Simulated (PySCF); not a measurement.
Species: C6H5NO2.
Bonds: O1–C2 (double), C2–O3, O3–C4, C4–C5 (aromatic), C5–C6 (aromatic), C6–C7 (aromatic), C7–C8 (aromatic), C8–N9 (aromatic), C4–N9 (aromatic). Hydrogens: H10 on C2; H11 on C5; H12 on C6; H13 on C7; H14 on C8.

Level: PBE0/def2-SVPD in PySCF, non-relativistic, on one gas-phase PBE0-D3(BJ)/def2-SVP geometry that isn't relaxed in the solvent. The solvent is an IEF-PCM continuum (van der Waals radii × 1.2), and excitations are vertical TDDFT with non-equilibrium linear response and a frozen core. Only the electrostatic response of the medium enters.

Gas-phase singlets (H = HOMO, L = LUMO):

| state | E (eV) | λ (nm) | f | leading configurations |
| --- | --- | --- | --- | --- |
| S1 | 5.169 | 240 | 0.003 | H-1→L 82%, H-1→L+1 16% |
| S2 | 5.385 | 230 | 0.098 | H→L 68%, H→L+1 12%, H-2→L+1 10% |
| S3 | 5.419 | 229 | 0.001 | H-1→L+1 78%, H-1→L 14% |
| S4 | 5.557 | 223 | 0.001 | H-3→L 41%, H-3→L+1 20%, H-2→L 13% |
| S5 | 5.839 | 212 | 0.142 | H→L+1 70%, H→L 19% |

Task: How does the list change in cyclohexane (ε = 2.017)?

Result: 
```json
{"state": "S1", "E (eV)": "5.231", "λ (nm)": "237", "f": "0.004", "leading configurations": "H-1→L 82%, H-1→L+1 17%", "change by rank (eV)": "+0.062"}
{"state": "S2", "E (eV)": "5.346", "λ (nm)": "232", "f": "0.156", "leading configurations": "H→L 74%, H→L+1 11%, H-2→L+1 9%", "change by rank (eV)": "-0.039"}
{"state": "S3", "E (eV)": "5.492", "λ (nm)": "226", "f": "0.001", "leading configurations": "H-1→L+1 75%, H-1→L 14%", "change by rank (eV)": "+0.073"}
{"state": "S4", "E (eV)": "5.593", "λ (nm)": "222", "f": "0.001", "leading configurations": "H-3→L 50%, H-3→L+1 23%, H-3→L+2 13%", "change by rank (eV)": "+0.036"}
{"state": "S5", "E (eV)": "5.781", "λ (nm)": "214", "f": "0.171", "leading configurations": "H→L+1 74%, H→L 16%", "change by rank (eV)": "-0.058"}
```

Task: Give the list for water (ε = 78.36), n² = 1.78.

Result: 
```
state  E (eV)  λ (nm)      f               leading configurations  change by rank (eV)
   S1   5.355     232  0.137          H→L 66%, H-1→L 9%, H→L+1 9%               +0.186
   S2   5.362     231  0.020       H-1→L 73%, H-1→L+1 14%, H→L 8%               -0.023
   S3   5.617     221  0.002   H-1→L+1 48%, H-3→L 25%, H-3→L+1 9%               +0.198
   S4   5.667     219  0.000  H-3→L 32%, H-1→L+1 32%, H-3→L+1 15%               +0.110
   S5   5.791     214  0.153                   H→L+1 74%, H→L 16%               -0.048
```

Task: The ground-state energy changes by -0.296 eV from gas to water. By how much does the total energy of gas-phase S2 change?

Result: E(S2) = E(S0) + excitation energy, so it changes by -0.296 − 0.030 = -0.326 eV: it is lowered more than the ground state, which is what a red shift means. This is the vertical state, with the slow part of the continuum still set for S0.

Task: How do the frontier levels move from gas to water?

Result: 
```tsv
orbital	gas (eV)	solvent (eV)	change (eV)	Löwdin shares, gas	Löwdin shares, solvent
LUMO+2	0.14	0.20	+0.06	C2 23 %, O1 17 %, O3 15 %, C7 9 %	C2 22 %, O1 16 %, O3 15 %, C7 10 %
LUMO+1	-1.01	-0.95	+0.06	C5 20 %, C8 19 %, C6 11 %, C7 10 %	C5 20 %, C8 19 %, C6 12 %, C7 10 %
LUMO	-1.24	-1.20	+0.04	C6 17 %, N9 17 %, C2 12 %, C7 12 %	N9 17 %, C6 16 %, C2 14 %, C4 12 %
HOMO	-7.65	-7.59	+0.06	C7 21 %, C5 17 %, C4 16 %, C8 15 %	C7 21 %, C5 16 %, C8 16 %, C4 16 %
HOMO-1	-8.04	-8.19	-0.15	N9 58 %, C8 11 %, C4 9 %, C7 6 %	N9 55 %, C8 12 %, C4 9 %, C7 6 %
HOMO-2	-8.65	-8.62	+0.03	C6 20 %, N9 19 %, O1 16 %, C5 14 %	C6 27 %, N9 24 %, C5 18 %, C7 10 %
HOMO-3	-8.69	-8.74	-0.05	O1 49 %, C2 9 %, C6 7 %, O3 7 %	O1 62 %, C2 12 %, O3 8 %, H10 6 %
```

The HOMO–LUMO gap goes from 6.41 to 6.39 eV. Rows go by rank; for HOMO-3 and HOMO-2 the atom shares or the degeneracy differ between the runs, so the row needn't follow one orbital.

Conformer computed: `[O:1]=[CH:2][O:3][c:4]1[cH:5][cH:6][cH:7][cH:8][n:9]1`: O1–C2–O3–C4 0°, C2–O3–C4–C5 4°.
